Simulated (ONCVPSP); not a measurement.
# How hard is this Al (Z = 13) ONCV potential?

* Element: aluminium
* Generator: ONCVPSP 4.0.1
* Type: optimised norm-conserving Vanderbilt (ONCV)
* Functional: PBEsol
* Relativity: scalar-relativistic
* Frozen core: [He]
* Valence charge: 11
* Reference configuration: 2s2 2p6 3s2 3p1
* Partial waves: 2s+3s: rc 1.00 bohr, ncon 4, nbas 9, qcut 14.4 1/bohr, 2 projectors; 2p+3p: rc 1.20 bohr, ncon 5, nbas 10, qcut 12.5 1/bohr, 2 projectors; d scattering state at 0.08 Ha: rc 1.20 bohr, ncon 5, nbas 10, qcut 8.5 1/bohr, 2 projectors, debl 1.1 Ha
* Local potential: polynomial inside 0.85 bohr (lpopt 5, dvloc0 3 Ha)
* Core correction: none

Problem. For each optimised wave give the share of its norm inside rc, the residual kinetic energy above qcut (Ha) and the cutoffs (Ha) for errors of 10, 1, 0.1 and 0.01 mHa per electron.

Solution.

| wave | norm inside rc | residual KE | 10 mHa | 1 mHa | 0.1 mHa | 0.01 mHa |
| --- | --- | --- | --- | --- | --- | --- |
| 2s | 0.905 | 1.0e-08 | 19.1 | 50.6 | 66.5 | 78.1 |
| 3s | 0.033 | 3.7e-09 | 13.1 | 29.0 | 58.5 | 74.7 |
| 2p | 0.950 | 8.3e-06 | 52.2 | 62.4 | 69.9 | 77.3 |
| 3p | 0.025 | 2.2e-06 | 37.6 | 52.5 | 64.0 | 72.5 |
| d projector 1 | 0.003 | 2.2e-06 | 1.6 | 7.5 | 18.3 | 28.9 |
| d projector 2 | 0.075 | 1.1e-04 | 15.1 | 26.5 | 36.5 | 70.8 |

The occupied waves need 62 Ha and 70 Ha for 1 and 0.1 mHa. Rows with under 1 % of the norm inside rc give no meaningful cutoff. 1 of 4 tests not solved or not reliable.
